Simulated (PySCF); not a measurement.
CH4O2Si (SMILES CO[Si]O), singlet, at a GFN2-xTB geometry.

Input for PySCF:
```python
from pyscf import gto, scf, ci

mol = gto.Mole()
mol.atom = '''
    Si    0.53392228   -0.10294441    0.69974242
    O     1.72901175    0.69332939   -0.03723887
    H     1.64976420    1.05709097   -0.92255099
    O    -0.60526763   -0.01574899   -0.49406860
    C    -1.89535238   -0.51551520   -0.50915252
    H    -2.59944965    0.30479073   -0.67462531
    H    -1.99613842   -1.23570162   -1.32614579
    H    -2.14692677   -1.01251024    0.43230314
'''
mol.basis = 'cc-pvdz'
mol.verbose = 4
mol.max_memory = 1800
mol.build()

mf = scf.RHF(mol)
mf.kernel()

myci = ci.CISD(mf, frozen=8)
myci.kernel()
print('E(CISD) = %.10f' % myci.e_tot)
```

What does this run give for the SCF-reference Mulliken (on the basis functions themselves) charges in atom order, total energy, nuclear repulsion energy, SCF-reference HOMO-LUMO gap, SCF-reference HOMO energy, number of basis functions?


| Quantity | Value |
|---|---|
| SCF-reference Mulliken (on the basis functions themselves) charges in atom order | Si1 0.64, O2 -0.49, H3 0.19, O4 -0.63, C5 0.21, H6 0.03, H7 0.03, H8 0.01 |
| total energy | -479.4438 Eh |
| nuclear repulsion energy | 163.5480 Eh |
| SCF-reference HOMO-LUMO gap | 11.91 eV |
| SCF-reference HOMO energy | -9.46 eV |
| number of basis functions | 80 |
